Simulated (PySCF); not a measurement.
## Radial density of Se⁺ (selenium, charge +1)

UHF, [Ar] 3d10 4s1 4p3 5s1, high-spin 6S determinant (an excited configuration). Computed with PySCF 2.14 in aug-cc-pVTZ-PP with one added diffuse shell each of s, d, f type with ECP10MDF (7s5p5d3f, 68 functions), with a scalar-relativistic core potential. This is the valence pseudo-density: the core potential removes the inner electrons and smooths the orbitals near the nucleus.

| r (bohr) | 4πr²ρ (e/bohr) | 4πr²(ρα − ρβ) |
| --- | --- | --- |
| 0.000597 | 2.697e-05 | 0.0000 |
| 0.00100 | 7.610e-05 | 0.0000 |
| 0.00169 | 0.0002138 | 0.0000 |
| 0.00284 | 0.0005927 | 0.0001 |
| 0.00478 | 0.001589 | 0.0002 |
| 0.00803 | 0.003935 | 0.0004 |
| 0.0135 | 0.008573 | 0.0008 |
| 0.0227 | 0.01665 | 0.0015 |
| 0.0382 | 0.03002 | 0.0023 |
| 0.0643 | 0.1029 | 0.0027 |
| 0.108 | 0.7767 | 0.0018 |
| 0.182 | 4.970 | 0.0168 |
| 0.306 | 19.96 | 0.2776 |
| 0.515 | 32.22 | 0.3408 |
| 0.866 | 11.83 | 0.2910 |
| 1.46 | 3.384 | 2.5716 |
| 2.45 | 1.377 | 1.3684 |
| 4.12 | 0.3585 | 0.3585 |
| 6.93 | 0.07365 | 0.0737 |
| 11.7 | 0.0003465 | 0.0003 |

Energies and moments cover only the electrons outside the core potential. The outer electron is Rydberg-like, and this basis confines it to a smaller radius and binds it less than a complete one would.
